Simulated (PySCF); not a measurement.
CH6AlClSi, SMILES [Al]([SiH3])([CH3])[Cl]. Atoms are numbered in the order given.

```xyz
10

Al    -0.0317    -0.2175     0.3733
Cl     1.8301    -0.6062    -0.5705
C     -0.3967    -1.0653     2.0854
H      0.3788    -1.7906     2.3783
H     -1.3700    -1.5864     2.0758
H     -0.4651    -0.3057     2.8850
Si    -1.5230     1.3050    -0.8336
H     -2.8132     1.5362    -0.1075
H     -1.8567     0.7611    -2.1898
H     -0.8723     2.6394    -1.0395
```

The structure is a stationary point at r2SCAN-D4/def2-SVP.

Calculation: PySCF with PBE/def2-TZVP.

Atomic charges (e):

| atom | IAO | Mulliken | Löwdin |
|---|---|---|---|
| Al1 | 0.79 | 0.51 | -0.23 |
| Cl2 | (withheld) | -0.24 | 0.28 |
| C3 | -0.82 | -0.55 | -0.50 |
| H4 | (withheld) | 0.15 | 0.14 |
| H5 | (withheld) | 0.14 | 0.15 |
| H6 | (withheld) | 0.14 | 0.15 |
| Si7 | (withheld) | -0.11 | 0.06 |
| H8 | -0.08 | -0.02 | -0.02 |
| H9 | -0.07 | -0.01 | -0.01 |
| H10 | -0.07 | -0.01 | -0.01 |

Task: What belongs in the gaps? (The exact figures need the calculation; the answer reports its results.)

Result: 
- Cl2, IAO: -0.34
- H4, IAO: 0.17
- H5, IAO: 0.17
- H6, IAO: 0.17
- Si7, IAO: 0.09
